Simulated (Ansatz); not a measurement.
Basis-set extrapolation for C2H5BClFO, SMILES `CC(Cl)OBF` (PBE0-D4/def2-TZVP geometry, frozen core, Ansatz 0.2.0). Multiplicity 1, RHF reference.

```json
{"": "HF", "def2-TZVPP": "-737.375391", "def2-QZVPP": "-737.401031"}
{"": "MP2 correlation", "def2-TZVPP": "-1.111204", "def2-QZVPP": "-1.202579"}
{"": "CCSD(T) correlation", "def2-TZVPP": "-1.196719", "def2-QZVPP": "not run"}
```

Energies in hartree. Use E(X) = E(∞) + A·exp(−7.88·√X) for Hartree–Fock and E(X) = E(∞) + B·X^(−2.97) for correlation, with X = 3 and 4, and add CCSD(T) minus MP2 of the smaller set to the MP2 limit.

**Question.** What is the CCSD(T) energy at the basis-set limit?

**Answer.** HF limit: -737.401031 + (-0.025640) × 0.13774 = -737.40456. MP2 limit: -1.202579 + (-0.091375) × 0.74074 = -1.27026. Higher-order term: -1.196719 − (-1.111204) = -0.08552. Total: -738.76034 hartree, 118.1 kcal/mol below CCSD(T)/def2-TZVPP.
